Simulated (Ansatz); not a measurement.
H6Cl2GeSi2, singlet, at a GFN2-xTB geometry; SC-NEVPT2/STO-3G, CASSCF(2,4) in Ansatz (a program for electronic structure).

Input for Ansatz:
Ansatz 0.2 input:
```yaml
crystal:
  periodic: [false, false, false]
  atoms:
    - {symbol: Si, position_ang: [1.98227459, 1.47686179, -0.03733688]}
    - {symbol: Ge, position_ang: [-0.01435846, 0.10888054, 0.04161753]}
    - {symbol: Si, position_ang: [-2.25358394, 0.58563558, 0.83154895]}
    - {symbol: Cl, position_ang: [0.58429130, -1.70700417, 1.09396796]}
    - {symbol: Cl, position_ang: [-0.27655717, -0.63246389, -1.99430648]}
    - {symbol: H, position_ang: [1.69563567, 2.66560636, -0.84108769]}
    - {symbol: H, position_ang: [3.10707817, 0.74581723, -0.61652450]}
    - {symbol: H, position_ang: [2.30998899, 1.89348665, 1.32654089]}
    - {symbol: H, position_ang: [-3.11472567, -0.59093002, 0.73512268]}
    - {symbol: H, position_ang: [-2.80639020, 1.67457699, 0.02577494]}
    - {symbol: H, position_ang: [-2.16526553, 1.02325983, 2.22519890]}
basis:
  gaussian:
    orbitals: STO-3G
magnetization: {spin_polarized: false}
correlation: {method: sc_nevpt2, electrons: all, active_space: {window: {electrons: 2, orbitals: 4}}}
```

Output, abridged:

```
Functional definition: HF
647 factors; integrals over basis functions are off by at most 3.3e-5 eV
mean field evaluation 1: about -96211.2848 eV, gradient 1.9e1 eV
mean field evaluation 2: about -96211.3249 eV, gradient 1.9e1 eV
mean field evaluation 4: about -96213.5614 eV, gradient 1.1e0 eV
mean field evaluation 8: about -96213.5701 eV, gradient 7.8e-7 eV
mean field -96213.57009466 eV, -3535.7834850785 hartree, gradient 7.8e-6 eV, S^2 0.000000; 0 other end points of the search recorded, 0 dependent functions left out
reference -96213.57009466 eV, -3535.7834850785 hartree; 50, 50 occupied and 10, 10 virtual orbitals, 647 factors
state -96214.01322366 eV, -3535.7997697689 hartree
state -96214.01322366 eV, -3535.7997697689 hartree; corrected -96216.96126530 eV, -3535.9081083010 hartree
state -96213.84223800 eV, -3535.7934861618 hartree
state -96213.84223800 eV, -3535.7934861618 hartree; corrected -96216.91405372 eV, -3535.9063733075 hartree
state -96214.01322366 eV, -3535.7997697689 hartree; corrected -96216.96126530 eV, -3535.9081083010 hartree
state -96213.79403405 eV, -3535.7917146996 hartree
state -96213.79403405 eV, -3535.7917146996 hartree; corrected -96216.87824407 eV, -3535.9050573272 hartree
state -96214.01322366 eV, -3535.7997697689 hartree; corrected -96216.96126530 eV, -3535.9081083010 hartree
2 active orbitals were swapped for others, from the solution at -96213.84222217 eV, -3535.7934855803 hartree to that at -96214.01318521 eV, -3535.7997683560 hartree; typed "places" are swapped only where nearly empty or full, and so, without "given_window_search", are "orbital_numbers", "shells" and a window whose orbitals a file names under [Active]
the orbitals are reached from a further start. From the first start the search ends at -96213.79402865 eV, -3535.7917145011 hartree
Total energy: -96216.96126530 eV, -3535.9081083010 hartree
```
